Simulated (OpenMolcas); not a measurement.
# Re²⁺: effect of the active space

- Program: OpenMolcas
- Method: MS-CASPT2 or its RAS form, IPEA 0.25 Eh, imaginary shift 0.1 Eh
- Basis: ANO-RCC-VQZP
- Scalar Hamiltonian: DKH2, point nucleus
- Spin-orbit coupling: RASSI with atomic mean-field integrals over the reference wave functions, term energies averaged over their components

A. 5 electrons in 5 orbitals (5d); 2S+1 = 6 even, 1 root; 2S+1 = 4 even, 24 roots; 2S+1 = 2 even, 75 roots; closed shells correlated: 5s 5p; CASPT2 step roughly 90 core-seconds
B. 5 electrons in 6 orbitals (5d 6s); 2S+1 = 6 even, 6 roots; 2S+1 = 4 even, 84 roots kept (CI in the orbitals of an earlier block, 64 in the spin-orbit step); 2S+1 = 2 even, 184 roots kept (CI in the orbitals of an earlier block, 129 in the spin-orbit step); closed shells correlated: 5s 5p; CASPT2 step roughly 4 core-minutes
C. 11 electrons in 8 orbitals (RAS1 5p, at most 2 holes; RAS2 5d); 2S+1 = 6 even, 1 root; 2S+1 = 4 even, 24 roots; 2S+1 = 2 even, 75 roots; closed shells correlated: 5s; CASPT2 step about 2.2 core-minutes
D. 5 electrons in 10 orbitals (5d 6d); 2S+1 = 6 even, 1 root; 2S+1 = 4 even, 24 roots; 2S+1 = 2 even, 70 roots; closed shells correlated: 5s 5p; CASPT2 step roughly 50 core-minutes

Energies in eV above 5d⁵ ⁶S_5/2, the measured ground level; measured values from the list in Brasseur, Gamrath and Quinet, At. Data Nucl. Data Tables 157, 101636 (2024).

```csv
Level,A,B,C,D,Measured
5d⁵ ⁶S_5/2,0.0000,0.0000,0.0000,0.0000,0.0000
5d⁵ ⁴G_7/2 [64 %],2.277,2.195,2.293,2.264,2.0942
5d⁵ ⁴G_11/2,2.385,2.340,2.394,2.394,2.2342
5d⁵ ⁴G_9/2,2.448,2.392,2.462,2.445,2.2746
5d⁵ ²I_11/2 [75 %],3.473,3.473,3.465,3.468,3.2447
5d⁵ ²I_13/2,3.762,3.790,3.756,3.775,3.5444
5d⁵ ²H_11/2 [60 %],5.044,4.960,5.056,5.047,
5d⁵ ²S_1/2 [52 %],5.090,4.885,5.138,4.986,
5d⁵ ²D_3/2(2) [72 %],5.717,5.565,5.751,5.773,
```

Deviations, from unrounded energies. A percentage is the sum of absolute deviations over the sum of measured energies, with the sign that they share, or ± where signs differ.

| Against measurement | Levels | A | B | C | D |
| --- | --- | --- | --- | --- | --- |
| mean absolute deviation (cm-1) | 5 | 1500 | 1300 | 1600 | 1500 |
| other terms of the ground configuration (%) | 5 | +7.1 | +6.0 | +7.3 | +7.1 |

B lies closest to measurement on these levels and C furthest from it. The largest miss of B in the table is 5d⁵ ²I_13/2, by +2000 cm-1. The ranking rests on the paired levels alone, and a cruder setting can come out closer through cancelling errors.

The spin-orbit steps hold different terms of 5d⁵ (B lacks a ²D, ²P; D lacks a ²D), which shifts levels as well.

Among A to D the level of the table that moves most is 5d⁵ ²S_1/2 [52 %], by 2000 cm-1 (lowest in B, highest in C). Moves below CASPT2's spread within the term are not significant.

CASPT2 breaks the degeneracy within a term, and the mean is taken; among the terms shown or strongly mixed into the levels shown the widest spread is 520 cm-1 (5d⁵ ⁴G, B). Blocks of more than 70 roots (2S+1 = 2 even) ran without multistate coupling (holds for A; B; C). Configurations with an s electron lie low in 5d ions of this charge, fall among these levels and mix in, so low-spin terms can stand far too high, up to twice their true height, and weights are not those of the real levels (holds for A). Some high roots are left out of the spin-orbit mixing, which shifts the levels that they would mix with (holds for B). Terms from blocks run as CI alone lack orbitals of their own (holds for B). Configurations are named by rounded mean occupations; where the s occupation lies near a half they are strongly mixed, a name can repeat and a true partner stay unpaired (holds for B). The CASPT2 spread within a term exceeds the gap to the next term for 5d⁴ 6s ⁴F and 5d⁵ ²D(2), so the order of their levels is uncertain, and so are names and mixing where such terms share a J (holds for B). Active for correlation alone: 5p; no level in the range computed is led by a configuration that opens it, so any true level of that kind is missing (holds for C). Active for correlation alone: 6d; no level in the range computed is led by a configuration that fills it, so any true level of that kind is missing (holds for D). Computed and measured levels are paired by configuration, term and J; levels that our copy of the source lacks, or whose pairing is in doubt (as where it misses far off the trend of its configuration), stay unpaired and out of the deviations. Only configurations of the active space appear. Levels that lie high or do not pair safely by name in every column are left out.

A share in square brackets marks a mixed level and gives the weight of the term that names it, the lowest over the columns. A number in round brackets counts repeated terms of one configuration in the order of the reference energies.
